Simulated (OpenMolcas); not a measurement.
# N2+: the spin-orbit constant, worked from levels

| Quantity | Value |
| --- | --- |
| Program | OpenMolcas 26.06 |
| Basis | ANO-RCC-VQZP [5s4p3d2f1g] |
| Scalar Hamiltonian | DKH2, point nucleus |
| Active space | 3 electrons in 8 orbitals (2s 2p 3s 3p) |
| State averaging | 2S+1 = 4 odd, 1 root; 2S+1 = 2 odd, 11 roots; 2S+1 = 4 even, 3 roots; 2S+1 = 2 even, 9 roots |
| Spin-orbit coupling | state interaction with AMFI integrals over the reference wave functions, term energies averaged over their components |

Methods: CASSCF; MS-CASPT2, IPEA 0.25 Eh, imaginary shift 0.1 Eh (closed shells correlated: 1s). Measured levels: Moore, Selected Tables of Atomic Spectra, NSRDS-NBS 3, section 5.

**The spin-orbit constant.** For the Hund term 2P* of p1, E(J) = (A/2) J(J+1) + constant and ζ = 2S·A = A. From J = 1/2 to J = 3/2 the energy changes by 1.5 A.

| Source | E(3/2) - E(1/2) | A | ζ |
| --- | --- | --- | --- |
| CASSCF | 169.3 | 112.9 | 113 |
| MS-CASPT2 | 170.2 | 113.5 | 113 |
| measured | 174.4 | 116.3 | 116 |

All in cm-1. MS-CASPT2 is off by -2.4 % and CASSCF by -2.9 %. Both methods take the spin-orbit matrix elements from the reference wave functions, so the second can move ζ only through the term energies and any multistate remixing.

Active for correlation alone: 3p 3s; no level in the range computed is led by a configuration that fills them, so any true level of that kind is missing. Computed and measured levels are paired by configuration, term and J; levels that our copy of the source lacks, or whose pairing is in doubt (as where it misses far off the trend of its configuration), stay unpaired and out of the deviations. Only configurations of the active space appear.

* marks odd parity.
